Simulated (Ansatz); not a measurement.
Geometry optimisation, RKS PBE0-D4/def2-SVP (Ansatz).

Input:

```yaml
crystal:
  periodic: [false, false, false]
  atoms:
    - { symbol: Al, position_ang: [0.0, 0.0, 0.0] }
    - { symbol: H, position_ang: [0.0, 0.0, 1.91] }
    - { symbol: "N", position_ang: [1.6627, 0.0, -0.96] }
    - { symbol: H, position_ang: [2.1293, -0.9179, -1.2118] }
    - { symbol: H, position_ang: [2.1141, 0.9179, -1.2382] }
    - { symbol: "N", position_ang: [-1.6627, 0.0, -0.96] }
    - { symbol: H, position_ang: [-2.3316, -0.8164, -0.8614] }
    - { symbol: H, position_ang: [-1.9118, 0.8164, -1.5886] }
    - { symbol: Si, position_ang: [0.1174, 2.4836, 0.8261] }
    - { symbol: H, position_ang: [0.6937, 2.5244, 2.167] }
    - { symbol: H, position_ang: [0.9517, 3.2614, -0.0852] }
    - { symbol: H, position_ang: [-1.2275, 3.0508, 0.8577] }
    - { symbol: H, position_ang: [0.0459, 0.9717, 1.9763] }
basis:
  gaussian: { orbitals: def2-SVP }
hamiltonian:
  xc: pbe0
  dispersion: d4
relax:
  f_tol: 0.15
  max_steps: 25
  restrain:
    - { distance: [0, 8], at: 3.52, k: 30.0 }
    - { distance: [12, 1], at: 1.86, k: 30.0 }
    - { distance: [0, 1], at: 1.56, k: 30.0 }
    - { distance: [12, 8], at: 1.46, k: 30.0 }
output:
  orbitals: {}
```

Command:

```bash
$ ansatz run input.yaml --threads 4 --pin off --max-ram 5120MiB --backend cpu --events-out ev --progress --plain --runs-dir out
```

Problem. Where does it end, and by what steps?

Solution. The run converged. The restraints hold the end off the free minimum; the threshold counts their pulls, which the force column leaves out. Restrained pairs: Al1–Si9 (2.62 → 3.52 Å), H2–H13 (0.98 → 1.88 Å), Al1–H2 (1.91 → 1.56 Å), Si9–H13 (1.90 → 1.48 Å). After 20 steps the energy has fallen by 3.481 eV (the restraints' own energy left out); H5 moved furthest, 1.93 Å.

```
step  energy less start (eV)  largest force component (eV/Å)  accepted
   0                  0.0000                           3.054       yes
   1                  0.3507                           2.691       yes
   2                 -0.0480                           2.747       yes
   3                 -1.1573                           2.582       yes
   4                 -2.1636                           1.975       yes
   5                 -2.7713                           1.239       yes
   6                 -3.0305                           0.906       yes
   7                 -3.1386                           0.833       yes
   8                 -3.2144                           0.783       yes
   9                 -3.2840                           0.717       yes
  10                 -3.3333                           0.704       yes
  11                 -3.3758                           0.677       yes
  12                 -3.4087                           0.654       yes
  13                 -3.4195                           0.608       yes
  14                 -3.4358                           0.611       yes
  15                 -3.4518                           0.590       yes
  16                 -3.4626                           0.606       yes
  17                 -3.4682                           0.589       yes
  18                 -3.4742                           0.636       yes
  19                 -3.4806                           0.600       yes
  20                 -3.4806                           0.577       yes
```

```xyz
13
Properties=species:S:1:pos:R:3
Al 0.291 -0.311 -0.207
H 0.426 -0.487 1.343
N 1.621 -0.730 -1.302
H 2.502 -1.126 -0.994
H 1.632 -0.612 -2.308
N -1.198 0.436 -0.834
H -2.030 0.588 -0.275
H -1.377 0.720 -1.791
Si -0.255 2.753 1.438
H 0.208 3.597 2.584
H 0.329 3.301 0.177
H -1.745 2.812 1.369
H 0.176 1.353 1.632
```

Run time: 33 s on 4 threads of Arm Neoverse V1, with other jobs on the host, peak memory 0.24 GiB.
